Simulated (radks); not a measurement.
Question: Excited configurations of the manganese ion Mn2+: one electron is placed in a higher orbital outside [Ar] 3d4. The ground configuration is [Ar] 3d5. Method: non-relativistic Kohn-Sham, BLYP, spin-unpolarised, spherical densities, point nucleus; computed with a radial shooting solver on a logarithmic mesh with Libxc functionals. Excitation = E - E(ground); binding = E(ion) - E, where the ion is the core of charge +3; n* = 3/sqrt(2 binding) in atomic units, and the quantum defect is n - n*.

outer orbital  excitation (eV)  binding (eV)     n*  quantum defect  eigenvalue (eV)  <r> (bohr)
4s                       6.879        25.837  2.177           1.823          -21.510       2.505
5s                      20.584        12.133  3.177           1.823          -10.334       5.177
6s                      25.520         7.196  4.125           1.875           -6.141       8.711
6p                      26.405         6.312  4.405           1.595           -5.381       9.652
6d                      27.790         4.926  4.986           1.014           -4.155       11.86
6f                      28.927         3.790  5.684           0.316           -3.163       14.66

Estimate the row for 4f.

Answer: excitation (eV) 24.977; binding (eV) 7.740; n* 3.978; quantum defect 0.022; eigenvalue (eV) -6.072; <r> (bohr) 5.771. The Delta-SCF ionisation energy is 32.717 eV (NIST Atomic Spectra Database: 33.67 eV, measured). Self-interaction in the functional shifts the binding energies and quantum defects, so they are the method's values and not measured ones. Spin polarisation and multiplet splitting are left out, so open shells lie too high by an amount that depends on their filling.

Beside tabulated values, note that spin-unpolarised runs miss the spin-polarisation part of the exchange energy of open shells.
